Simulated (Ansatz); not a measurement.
Ansatz (a quantum-chemistry and plane-wave program) input (PBE/def2-QZVPP): A basis named .json is the Basis Set Exchange file of that set (core-valence sets with the plain set on hydrogen).

Ansatz 0.2 input:
```yaml
crystal:
  periodic: [false, false, false]
  atoms:
    - {symbol: Ga, position_ang: [0.00000000, 0.00000000, 0.00000000]}
basis:
  gaussian:
    orbitals: def2-QZVPP.json
hamiltonian:
  xc: {name: PBE}
magnetization: {spin_polarized: true, initial_magnetization: 1}
scf: {lower_state_search: full}
```

Output:

```
Functional definition: PBE
integrals: 0.02 GiB planned
509 factors; their error is unknown
mean field: 0.21 GiB planned
mean field evaluation 1: about -52369.7023 eV, gradient 1.6e1 eV
mean field evaluation 2: about -52369.3279 eV, gradient 2.5e1 eV
mean field evaluation 4: about -52369.9969 eV, gradient 2.8e-1 eV
mean field evaluation 8: about -52369.9925 eV, gradient 1.2e-4 eV
mean field evaluation 16: about -52369.9925 eV, gradient 7.2e-2 eV
mean field evaluation 32: about -52369.9909 eV, gradient 4.0e-1 eV
mean field -52369.99253203 eV, -1924.5617278960 hartree, gradient 5.7e-6 eV, S^2 0.752305; 5 other end points of the search recorded, 0 dependent functions left out
reference -52369.99256297 eV, -1924.5617290333 hartree; 16, 15 occupied and 73, 74 virtual orbitals, 509 factors
Total energy: -52369.99256297 eV, -1924.5617290333 hartree
```
